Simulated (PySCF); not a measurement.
**Question.** What does the GFN2-xTB structure of `O(C)c1ccco1` look like in three dimensions?

**Answer.** 
Z-matrix in Å and degrees, rows numbered from 1:
```
C 
O   1  1.4143
C   2  1.3437  1  115.76
C   3  1.3636  2  128.69  1   179.89
C   4  1.4192  3  105.34  2  -179.95
C   5  1.3552  4  106.60  3    -0.02
O   3  1.3447  2  120.13  1    -0.04
H   1  1.0938  2  111.09  3   -60.48
H   1  1.0938  2  111.11  3    60.92
H   1  1.0877  2  105.80  3  -179.81
H   4  1.0683  3  126.63  2     0.05
H   5  1.0705  4  126.56  3  -180.00
H   6  1.0707  5  132.99  4  -179.99
```

The 5-membered ring C3–C4–C5–C6–O7 has internal angles of 105.3° to 111.2° (sum 540°, against 540° for a flat polygon); it is planar, 0.00 Å rms from its mean plane, widest ring torsion 0°. The 3 C–C bonds span 1.355 Å (C5–C6, aromatic) to 1.419 Å (C4–C5, aromatic), a spread of 0.064 Å. The 7 heavy atoms lie in one plane (0.001 Å rms). The 4 C–O bonds span 1.344 Å (O2–C3, drawn single) to 1.414 Å (C1–O2, drawn single), a spread of 0.070 Å.

The geometry is computed with GFN2-xTB (gas phase).

Point group: Cs (tolerance 0.08 Å). No frequency check. The numbers are those of one conformer (C1–O2–C3–C4 180°).
